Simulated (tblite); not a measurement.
Compound: C6H5ClN (charge -1).
Numbering: `[CH2:1]=[CH:2][c:3]1[n-:4][cH:5][cH:6][c:7]1[Cl:8]` (hydrogens: H9, H10 on C1; H11 on C2; H12 on C5; H13 on C6)
Bond orders are those of one Lewis drawing.

Computed with GFN2-xTB (tblite), gas phase: Langevin dynamics at 200 K from the optimised GFN2-xTB geometry, time step 0.5 fs, friction 0.01 fs⁻¹, 2000 steps.

Start geometry:
```
atom  x, y, z in Å
C1     -2.502   -0.470   -0.055
C2     -1.487    0.397   -0.095
C3     -0.098    0.067   -0.012
N4      0.389   -1.197    0.120
C5      1.718   -1.089    0.162
C6      2.156    0.230    0.061
C7      0.980    0.962   -0.050
Cl8     0.882    2.693   -0.208
H9     -3.533   -0.155   -0.124
H10    -2.313   -1.525    0.050
H11    -1.697    1.459   -0.200
H12     2.333   -1.972    0.265
H13     3.168    0.601    0.068
```

The statistics below take the 31 frames saved every 25 fs from 250 to 1000 fs; their kinetic temperature (all 3N coordinates) averages 193 K.

Task: Give the mean, spread and extremes of the bond lengths.

Result: 
```json
{"bond": "C1=C2", "start (Å)": "1.335", "mean (Å)": "1.333", "standard deviation (Å)": "0.011", "shortest (Å)": "1.318", "longest (Å)": "1.370"}
{"bond": "C2–C3", "start (Å)": "1.430", "mean (Å)": "1.428", "standard deviation (Å)": "0.022", "shortest (Å)": "1.390", "longest (Å)": "1.484"}
{"bond": "C3–N4", "start (Å)": "1.361", "mean (Å)": "1.367", "standard deviation (Å)": "0.017", "shortest (Å)": "1.340", "longest (Å)": "1.394"}
{"bond": "N4–C5", "start (Å)": "1.334", "mean (Å)": "1.338", "standard deviation (Å)": "0.021", "shortest (Å)": "1.295", "longest (Å)": "1.379"}
{"bond": "C5–C6", "start (Å)": "1.393", "mean (Å)": "1.407", "standard deviation (Å)": "0.023", "shortest (Å)": "1.355", "longest (Å)": "1.438"}
{"bond": "C6–C7", "start (Å)": "1.390", "mean (Å)": "1.386", "standard deviation (Å)": "0.014", "shortest (Å)": "1.349", "longest (Å)": "1.423"}
{"bond": "C7–Cl8", "start (Å)": "1.741", "mean (Å)": "1.746", "standard deviation (Å)": "0.038", "shortest (Å)": "1.665", "longest (Å)": "1.827"}
{"bond": "C3–C7", "start (Å)": "1.401", "mean (Å)": "1.398", "standard deviation (Å)": "0.022", "shortest (Å)": "1.353", "longest (Å)": "1.442"}
{"bond": "C1–H9", "start (Å)": "1.081", "mean (Å)": "1.084", "standard deviation (Å)": "0.026", "shortest (Å)": "1.040", "longest (Å)": "1.148"}
{"bond": "C1–H10", "start (Å)": "1.076", "mean (Å)": "1.079", "standard deviation (Å)": "0.024", "shortest (Å)": "1.025", "longest (Å)": "1.138"}
{"bond": "C2–H11", "start (Å)": "1.088", "mean (Å)": "1.090", "standard deviation (Å)": "0.022", "shortest (Å)": "1.047", "longest (Å)": "1.139"}
{"bond": "C5–H12", "start (Å)": "1.081", "mean (Å)": "1.083", "standard deviation (Å)": "0.019", "shortest (Å)": "1.048", "longest (Å)": "1.126"}
{"bond": "C6–H13", "start (Å)": "1.077", "mean (Å)": "1.079", "standard deviation (Å)": "0.015", "shortest (Å)": "1.039", "longest (Å)": "1.110"}
```

Task: Follow the torsion C1–C2–C3–N4 through every second one of these frames.

Result: 
```csv
t (fs),C1–C2–C3–N4 (°)
250,7
300,-3
350,23
400,15
450,6
500,-5
550,9
600,-2
650,-2
700,-1
750,11
800,-2
850,-9
900,6
950,-1
1000,10
```

Largest departure from the start value over all these frames: C1–C2–C3–N4 23° (start 0°).

The run is classical and short, so these are rough statistics of one trajectory.

The cost below is that of the whole dynamics run. Time: 12 s; peak memory 0.18 GiB. Hardware: one thread of an Arm Neoverse V1, no GPU, shared host with 32 logical CPUs at a one-minute load of 13.
